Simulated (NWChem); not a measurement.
Molecule: CH$_{4}$FGa; SMILES [CH3][GaH][F]

```xyz
7

Ga    -0.3394    -0.0538    -0.0001
H     -1.8692    -0.3731     0.0008
F      0.6580    -1.5094     0.0000
C      0.6556     1.6246    -0.0001
H      0.4124     2.2136     0.8981
H      0.3840     2.2329    -0.8770
H      1.7374     1.4323    -0.0187
```
Atoms are numbered in this order, from 1.

All runs: NWChem. Medium grid unless said otherwise, to which SCAN and Minnesota functionals are sensitive. All runs use the structure optimised with PBE0/def2-SVP.

Question: What does the run give for r2SCAN0/def2-SVP? Quantities: highest occupied level (eV); orbital gap (eV); dipole (D).

Answer: The highest occupied level (eV) comes out as -8.58. The orbital gap (eV) is 7.76 and the dipole (D) is 2.67.
